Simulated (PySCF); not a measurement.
Input file for PySCF: R-MP2/6-31G* on CH4Si (SMILES C=[SiH2]), a point of a bond scan (R = 2.041 Å).

```python
from pyscf import gto, scf, dft, mp
from pyscf.data.elements import chemcore

mol = gto.M(
    atom='''
    C    -1.15067768   -0.05472828   -0.00632374
    Si    0.88805430    0.04223744    0.00488046
    H    -1.77056886    0.83033249   -0.06777878
    H    -1.68440972   -0.99465742    0.04879136
    H     1.73983126   -1.15660433    0.08822633
    H     1.62307180    1.31654997   -0.06974492
    ''',
    basis='6-31g*',
    cart=True,
    charge=0, spin=0, verbose=3, max_memory=1800)
mf = scf.RHF(mol)
mf.conv_tol = 1e-8
mf.max_cycle = 100
mf.kernel()
if not mf.converged:
    mf = mf.newton().run(mf.mo_coeff, mf.mo_occ)
pt = mp.MP2(mf, frozen=chemcore(mol)).run()
```

Output:

```
converged SCF energy = -328.981852440983
E(RMP2) = -329.209511960837  E_corr = -0.227659519854304
E(SCS-RMP2) = -329.21428433792  E_corr = -0.232431896937069
```

The run converged.

Cost: about 0.3 core-seconds (a rough figure).
